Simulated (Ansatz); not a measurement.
`[CH3][AlH][BH]N`, relaxed with RKS PBE0-D4/def2-TZVP in Ansatz from a PBE-D4/def2-SVP geometry. The force threshold is 0.005 eV/Å; the program also tests the step.

Total charge 0; spin multiplicity 1.

Start:

```xyz
11

C     2.125    0.029    0.974
Al    0.653   -0.033   -0.341
B    -1.448    0.001    0.100
N    -2.360   -0.041   -0.962
H     2.928   -0.700    0.734
H     1.797   -0.146    2.019
H     2.608    1.032    0.946
H     1.098   -0.082   -1.903
H    -1.940    0.054    1.219
H    -3.377   -0.028   -0.841
H    -2.083   -0.086   -1.946
```

```
         step  energy (eV)  largest force (eV/Å)  largest move (Å)
            1   -9909.0936                 0.662             0.000
            2   -9909.1262                 0.162             0.026
            3   -9909.1287                 0.019             0.011
 4 (rejected)   -9909.1287                 0.023             0.013
            5   -9909.1289                 0.007             0.006
            6   -9909.1289                 0.004             0.002
            7   -9909.1289                 0.004             0.008
            8   -9909.1289                 0.014             0.017
            9   -9909.1290                 0.018             0.016
           10   -9909.1290                 0.025             0.017
           11   -9909.1291                 0.030             0.014
12 (rejected)   -9909.1288                 0.050             0.033
           13   -9909.1291                 0.021             0.016
           14   -9909.1291                 0.016             0.014
           15   -9909.1292                 0.014             0.008
           16   -9909.1292                 0.013             0.009
           17   -9909.1292                 0.014             0.027
           18   -9909.1292                 0.011             0.012
           19   -9909.1292                 0.008             0.013
           20   -9909.1292                 0.005             0.003
```

End:

```xyz
11

C     2.112    0.044    0.969
Al    0.654    0.009   -0.339
B    -1.443   -0.031    0.103
N    -2.345   -0.048   -0.955
H     2.790   -0.803    0.817
H     1.767    0.019    2.006
H     2.722    0.945    0.840
H     1.089    0.013   -1.887
H    -1.932   -0.039    1.203
H    -3.347   -0.066   -0.834
H    -2.067   -0.043   -1.923
```

Run time 2.1 min (2 threads of an Arm Neoverse N1 on a shared host); peak host memory 0.42 GiB.
